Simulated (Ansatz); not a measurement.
Two isomers of C2H6OSSi: A = `O=C[SiH2]CS`, B = `[SiH3]O/C=C\S`.

Program: Ansatz. Geometries: PBE0-D4/def2-TZVP. ΔE: electronic, gas phase. CCSD(T)/CBS adds triple-zeta CCSD(T) − MP2 to the extrapolated MP2 energy (def2 sets, frozen cores). DFT in def2-TZVPP. B3LYP here is the variant with VWN-RPA as its local correlation; programs differ in this. Each species was taken in one conformer, which may not be the lowest.

A:

Z-matrix (Å, degrees):
```
Si
C 1 1.926
C 1 1.869 2 109.4
H 1 1.485 2 108.4 3 -121.9
H 1 1.493 2 105.5 3 121.6
O 2 1.207 1 122.8 3 -2.5
H 2 1.117 1 118.4 3 178.8
S 3 1.817 1 110.6 2 -61.0
H 3 1.093 1 109.7 2 -177.4
H 3 1.091 1 112.5 2 63.4
H 8 1.343 3 96.1 1 63.1
```

B:

```xyz
11

Si    1.0730    1.6164   -0.2696
O     0.1666    0.3520    0.2973
C    -0.3017   -0.6641   -0.4720
C    -1.0413   -1.6464    0.0321
S    -1.5352   -1.8212    1.6937
H     0.3129    2.3758   -1.2965
H     2.3323    1.1144   -0.8789
H     1.3555    2.4602    0.9111
H    -0.0457   -0.6467   -1.5282
H    -1.3868   -2.4326   -0.6255
H    -0.9295   -0.7078    2.1365
```

Question: Which is lower in electronic energy at CCSD(T)/CBS, and by how much? (Estimate.)

Answer: Ansatz gave: B, by 68.3 kJ/mol.

Question: Give E(B) − E(A) in kJ/mol with HF/def2-TZVPP, B3LYP-D4, MP2/def2-TZVPP, B2PLYP, r2SCAN-D4, ωB97M-V, PBE-D4. (Best estimate.)

Answer: Computed: HF/def2-TZVPP -78.7, B3LYP-D4 -70.0, MP2/def2-TZVPP -71.2, B2PLYP -71.8, r2SCAN-D4 -70.8, ωB97M-V -63.4, PBE-D4 -58.0. None reverses the order clearly.

Largest T1 diagnostic: 0.014.

The D4 term adds +3.4 kJ/mol with B3LYP and +1.7 kJ/mol with PBE0; it sums over pairs of atoms, weighted by their polarisabilities, and B3LYP, whose exchange is more repulsive, gets the larger term. From PBE to PBE0 (25 % exact exchange), in def2-TZVPP and without D4, E(B) − E(A) moves by −5.1 kJ/mol.
